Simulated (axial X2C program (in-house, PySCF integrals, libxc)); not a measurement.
# YS: the levels of the configuration d0 s1 p(π)0

Computed with an axial X2C code built on PySCF integrals: two-component X2C with atomic mean-field Coulomb and Gaunt terms, basis Y dyall-v3z, S dyall-av3z (cores contracted in-house). Orbitals come from Hartree–Fock averaged over the configuration Y d0 s1 p(π)0; CI then distributes these electrons over the d, s, p(π) shells of Y.

R = 2.299 Å (near the minimum of the configuration average).

Active spinors (ω > 0):

| shell | ω | ε (eV) | character |
| --- | --- | --- | --- |
| d | 1/2 | 0.90 | 48% Y p, 46% Y d, 3% S p |
| d | 1/2 | 1.14 | 54% Y d, 34% Y p, 7% S p |
| d | 3/2 | 1.15 | 60% Y d, 34% Y p |
| d | 3/2 | 1.50 | 82% Y d, 14% Y p |
| d | 5/2 | 1.74 | 96% Y d |
| s | 1/2 | -3.40 | 60% Y s, 22% Y p, 7% Y d |
| p(π) | 3/2 | 2.42 | 45% Y p, 31% Y d, 9% Y f |
| p(π) | 1/2 | 2.43 | 44% Y p, 31% Y d, 9% Y f |

Lowest levels of this model:

```tsv
Ω	energy (cm⁻¹)	g∥	μ (D)	configuration
1/2	0	2.00	-7.23	100% s1
1/2	13166	0.04	-7.25	100% d1
3/2	13526	3.43	-8.23	100% d1
3/2	13662	2.57	-9.65	100% d1
5/2	13848	6.00	-10.64	100% d1
1/2	15121	1.96	-7.23	100% d1
```

g∥ is the magnitude of 2⟨Lz + ge Sz⟩ for the +Ω component. μ is positive if the S end is positive.

(1) From Ω and g∥ of the lowest level, whose 2⟨Lz + ge Sz⟩ is positive, find ⟨Sz⟩ and ⟨Lz⟩ (ge = 2.0023).

Occupations of the active spinors in the lowest level by ω, shell by shell in order of energy: -5/2: 0.00; -3/2: 0.00 0.00 0.00; -1/2: 0.00 0.00 0.00 0.00; 1/2: 0.00 0.00 1.00 0.00; 3/2: 0.00 0.00 0.00; 5/2: 0.00. The leading determinant has weight 1.00 among 4.

This point took 2.9 s on 1 thread of Intel(R) Xeon(R) Platinum 8259CL CPU @ 2.50GHz (Skylake/Cascade Lake), with other jobs on the host.

Dynamic correlation is missing, so gaps between terms are too wide and other configurations may lie lower; the lowest level listed is that of this model, not necessarily the ground state. For d shells the ligand-field splittings (σ, π, δ) and their order can be off by a thousand cm⁻¹ or more. At most 6 roots were kept for each Ω > 0 (twice that for Ω = 0) within 3.2 eV of the lowest, so higher up levels can be missing between those listed; levels with Ω > 0 are doubly degenerate and listed once, Ω = 0 levels singly. Some active spinors are only partly of the character that their shell is named for, so the shell names and counts are nominal. States that fill the shells left empty in the average are placed too high.

Results:

(1) Ω = ⟨Lz⟩ + ⟨Sz⟩ = 1/2 and ⟨Lz⟩ + ge⟨Sz⟩ = 1.000, so ⟨Sz⟩ = 0.50 and ⟨Lz⟩ = 0.00.
